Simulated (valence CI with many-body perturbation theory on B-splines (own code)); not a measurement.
## Cr18+: electric-dipole lines

Computed by relativistic CI+MBPT: four valence electrons over a frozen Dirac-Fock core [He], a basis of 11 s, 11 p, 9 d, 7 f, 5 g, 2 h, 1 i functions for each j, with the one-electron correlation potential Σ1 (screened to all orders), the two-electron term Σ2, the three-electron term Σ3, Breit, model QED; selected single and double excitations, second order for the rest (own B-spline code, finite nucleus).

No measured levels were compared; by estimate levels of excited configurations hold to 0.05 to 0.15 % of their energy, terms of the ground configuration to about 0.5 %. Among the levels kept, up to 260 cm⁻¹ of a level comes from second order outside the variational space, and about a tenth of that is noise between levels of different J, which matters for small intervals.

Lines 151 to 200 of 260 in falling wavelength, among levels below 898.04 eV, chosen from the strongest by gf and those to the six lowest levels. Wavelengths and rates use the calculated energies, so an error of 500 cm⁻¹ moves a line at 15.39 Å by 0.0077 % and its rate by three times that or more. Electric multipoles are in the length gauge, E1 and E2 with the static RPA response of the core. Weak lines are less certain than strong ones. Lines between different terms over intervals too small for the method are left out, as are lines whose strength nearly cancels. The highest levels of a list are the least certain.

Names give the largest LS component (configuration and term), which can be under half, so a name can repeat, a term be missing and a line seem to break the LS rules; names also repeat where a configuration has a term twice. Letters in brackets count levels of one name in rising energy.

```
λ vac (Å)                Upper         Lower   A (s⁻¹)  S (a.u.) with core polarisation  S without
    15.39       2s.2p2.3d 3F_2  2s.2p3 3D°_1  3.07e+12                         2.76e-02   2.77e-02
    15.39       2s.2p2.3d 3F_2  2s.2p3 3D°_2  1.70e+12                         1.53e-02   1.53e-02
    15.37       2s.2p2.3d 3F_3  2s.2p3 3D°_3  4.58e+11                         5.75e-03   5.76e-03
    15.37       2s.2p2.3d 3P_1  2s.2p3 3D°_1  1.13e+12                         6.05e-03   6.06e-03
    15.34       2s.2p2.3d 3F_3  2s.2p3 3D°_2  5.49e+12                         6.84e-02   6.86e-02
    15.32      2s2.2p.3d 3F°_2  2s2.2p2 1D_2  7.12e+11                         6.32e-03   6.33e-03
    15.29      2s2.2p.3d 3P°_1  2s2.2p2 1S_0  5.71e+10                         3.03e-04   3.03e-04
    15.29       2s.2p2.3d 3F_4  2s.2p3 3D°_3  6.23e+12                         9.90e-02   9.91e-02
    15.26      2s2.2p.3d 3F°_3  2s2.2p2 1D_2  2.22e+11                         2.73e-03   2.73e-03
    15.24  2s2.2p.3d 1D°_2 [a]  2s2.2p2 1D_2  1.32e+12                         1.16e-02   1.16e-02
    15.17      2s2.2p.3d 1P°_1  2s2.2p2 1S_0  1.21e+13                         6.27e-02   6.28e-02
    15.14      2s.2p2.3p 3S°_1  2s2.2p2 1S_0  3.71e+11                         1.91e-03   1.91e-03
    15.13       2s.2p2.3s 3D_3  2s.2p3 5S°_2  1.09e+10                         1.30e-04   1.30e-04
    15.10  2s2.2p.3d 1D°_2 [b]  2s2.2p2 1D_2  1.92e+12                         1.64e-02   1.64e-02
    15.09      2s2.2p.3d 3F°_2  2s2.2p2 3P_2  8.70e+11                         7.37e-03   7.38e-03
    15.06      2s.2p2.3p 5P°_1  2s2.2p2 1S_0  9.07e+10                         4.59e-04   4.59e-04
    15.06      2s2.2p.3d 3D°_3  2s2.2p2 1D_2  4.98e+11                         5.88e-03   5.89e-03
    15.03      2s2.2p.3d 3P°_2  2s2.2p2 1D_2  2.94e+12                         2.46e-02   2.47e-02
    15.03      2s2.2p.3d 3P°_1  2s2.2p2 1D_2  5.94e+11                         2.99e-03   2.99e-03
    15.02      2s2.2p.3d 3F°_3  2s2.2p2 3P_2  3.32e+12                         3.88e-02   3.89e-02
    15.02       2s.2p2.3d 5F_1  2s.2p3 5S°_2  3.04e+10                         1.52e-04   1.53e-04
    15.01      2s2.2p.3d 3F°_2  2s2.2p2 3P_1  8.74e+10                         7.29e-04   7.30e-04
    15.01  2s.2p2.3p 3D°_1 [a]  2s2.2p2 1S_0  5.07e+10                         2.54e-04   2.54e-04
    15.01  2s2.2p.3d 1D°_2 [a]  2s2.2p2 3P_2  9.09e+11                         7.58e-03   7.60e-03
    15.00       2s.2p2.3d 5F_2  2s.2p3 5S°_2  2.69e+11                         2.24e-03   2.25e-03
    14.97       2s.2p2.3d 5F_3  2s.2p3 5S°_2  9.13e+11                         1.06e-02   1.06e-02
    14.97      2s2.2p.3d 3D°_1  2s2.2p2 3P_2  1.10e+11                         5.44e-04   5.45e-04
    14.94      2s.2p2.3p 5D°_1  2s2.2p2 1D_2  4.46e+10                         2.20e-04   2.20e-04
    14.93  2s2.2p.3d 1D°_2 [a]  2s2.2p2 3P_1  7.01e+12                         5.76e-02   5.77e-02
    14.92      2s2.2p.3d 1F°_3  2s2.2p2 1D_2  2.05e+13                         2.35e-01   2.36e-01
    14.91      2s2.2p.3d 1P°_1  2s2.2p2 1D_2  5.49e+11                         2.70e-03   2.70e-03
    14.89       2s.2p2.3d 5D_1  2s.2p3 5S°_2  9.39e+11                         4.59e-03   4.60e-03
    14.89       2s.2p2.3d 5D_2  2s.2p3 5S°_2  2.69e+12                         2.20e-02   2.20e-02
    14.89      2s2.2p.3d 3D°_1  2s2.2p2 3P_1  2.48e+12                         1.21e-02   1.22e-02
    14.88      2s.2p2.3p 3S°_1  2s2.2p2 1D_2  2.60e+10                         1.27e-04   1.27e-04
    14.88       2s.2p2.3d 5D_3  2s.2p3 5S°_2  5.89e+12                         6.71e-02   6.72e-02
    14.87  2s2.2p.3d 1D°_2 [b]  2s2.2p2 3P_2  6.37e+11                         5.17e-03   5.18e-03
    14.83      2s2.2p.3d 3D°_3  2s2.2p2 3P_2  1.40e+13                         1.58e-01   1.58e-01
    14.83       2s.2p2.3d 3P_2  2s.2p3 5S°_2  3.30e+10                         2.65e-04   2.66e-04
    14.81      2s2.2p.3d 3P°_2  2s2.2p2 3P_2  8.08e+12                         6.47e-02   6.48e-02
    14.80      2s2.2p.3d 3P°_1  2s2.2p2 3P_2  3.56e+12                         1.71e-02   1.71e-02
    14.80  2s2.2p.3d 1D°_2 [b]  2s2.2p2 3P_1  6.55e+12                         5.24e-02   5.25e-02
    14.78      2s2.2p.3d 3D°_1  2s2.2p2 3P_0  1.29e+13                         6.15e-02   6.16e-02
    14.78       2s.2p2.3d 5P_3  2s.2p3 5S°_2  1.22e+13                         1.36e-01   1.36e-01
    14.78       2s.2p2.3d 3F_2  2s.2p3 5S°_2  2.47e+11                         1.97e-03   1.98e-03
    14.76       2s.2p2.3d 5P_2  2s.2p3 5S°_2  1.60e+13                         1.27e-01   1.27e-01
    14.75       2s.2p2.3d 3P_1  2s.2p3 5S°_2  1.05e+11                         5.00e-04   5.01e-04
    14.75      2s.2p2.3p 5P°_3  2s2.2p2 1D_2  5.56e+10                         6.17e-04   6.16e-04
    14.75       2s.2p2.3d 5P_1  2s.2p3 5S°_2  1.82e+13                         8.66e-02   8.67e-02
    14.73      2s2.2p.3d 3P°_2  2s2.2p2 3P_1  1.50e+12                         1.18e-02   1.18e-02
```
